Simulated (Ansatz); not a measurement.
System: ZrO, net charge 0, singlet state. 
Structure (B3LYP-D3(BJ)/def2-TZVP (Ansatz, an electronic-structure program) minimum search):
```
Zr
O 1 1.7178
```

Basis-set convergence of Hartree-Fock and CCSD correlation energies (hartree) with Ansatz. Valence correlation only, unless marked. No spin-orbit coupling. The frozen core is the preceding noble-gas configuration, with the filled d and f shells of earlier blocks. Past Kr the def2 sets carry scalar-relativistic core potentials.

The Hartree-Fock reference is unstable (checked in the largest basis), which strains HF and MP2. The T1 diagnostic of CCSD in the largest basis is 0.032, which is high, so the coupled-cluster rows are less sure than usual.

```json
[
 {"basis": "def2-SVP", "functions": "45", "E(HF)": "-121.27934", "E(corr, CCSD)": "-0.28987"},
 {"basis": "def2-TZVPP", "functions": "87", "E(HF)": "-121.39167", "E(corr, CCSD)": "-0.34474"},
 {"basis": "def2-QZVPP", "functions": "138", "E(HF)": "-121.39752", "E(corr, CCSD)": "-0.36289"}
]
```

Extrapolating the two largest sets (X = 3 and 4) as X^-3: E(corr) = (64·(-0.36289) - 27·(-0.34474))/37 = -0.3761 Eh, an estimate of the basis-set limit. The largest set recovers 96.5 % of it, the smallest 77.1 %.
